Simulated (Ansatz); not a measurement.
Geometry optimisation, RKS PBE/def2-SVP in Ansatz 0.2.0.

The input (input.yaml):

```yaml
crystal:
  periodic: [false, false, false]
  atoms:
    - { symbol: Al, position_ang: [-1.186212, 0.389044, 0.933494] }
    - { symbol: H, position_ang: [0.768406, 2.362909, 0.450416] }
    - { symbol: F, position_ang: [-2.339784, 0.942121, -0.144583] }
    - { symbol: F, position_ang: [-1.366138, 0.702766, 2.564277] }
    - { symbol: H, position_ang: [0.773949, 1.652933, 0.416741] }
    - { symbol: "N", position_ang: [0.247569, -0.609422, 0.293596] }
    - { symbol: C, position_ang: [0.500912, -1.024524, -1.076308] }
    - { symbol: H, position_ang: [0.89858, -1.010887, 0.977073] }
    - { symbol: H, position_ang: [0.44432, -2.12922, -1.220993] }
    - { symbol: H, position_ang: [-0.247386, -0.578706, -1.764548] }
    - { symbol: H, position_ang: [1.505884, -0.696913, -1.429165] }
basis:
  gaussian: { orbitals: def2-SVP }
hamiltonian:
  xc: pbe
relax:
  f_tol: 0.03
  max_steps: 50
```

Launched with:

```bash
$ ansatz run input.yaml --threads 2 --pin off --max-ram 3072MiB --backend cpu --events-out ev --progress --plain --runs-dir out
```

Task: Where does it end, and by what steps?

Result: It converged. After 8 steps the energy has fallen by 0.252 eV; H2 moved furthest, 0.64 Å.

```csv
step,energy less start (eV),largest force component (eV/Å),accepted
0,0.0000,2.721,yes
1,-0.1734,0.741,yes
2,-0.2054,0.271,yes
3,-0.2191,0.423,yes
4,-0.2300,0.600,yes
5,-0.2417,0.433,yes
6,-0.2492,0.131,yes
7,-0.2512,0.047,yes
8,-0.2515,0.026,yes
```

```xyz
11
Properties=species:S:1:pos:R:3
Al -0.935 0.482 0.853
H 0.185 2.481 0.681
F -2.041 1.152 -0.210
F -1.136 0.739 2.494
H 0.675 1.898 0.524
N 0.269 -0.689 0.273
C 0.488 -1.136 -1.095
H 0.878 -1.160 0.949
H 0.320 -2.230 -1.225
H -0.218 -0.622 -1.779
H 1.516 -0.915 -1.465
```

Whether the end is a true minimum wasn't checked by a vibrational analysis.

Run time: 16 s on 2 threads of AMD EPYC 7R43 64-Core Processor (Zen 3), with other jobs on the host, peak memory 0.17 GiB.
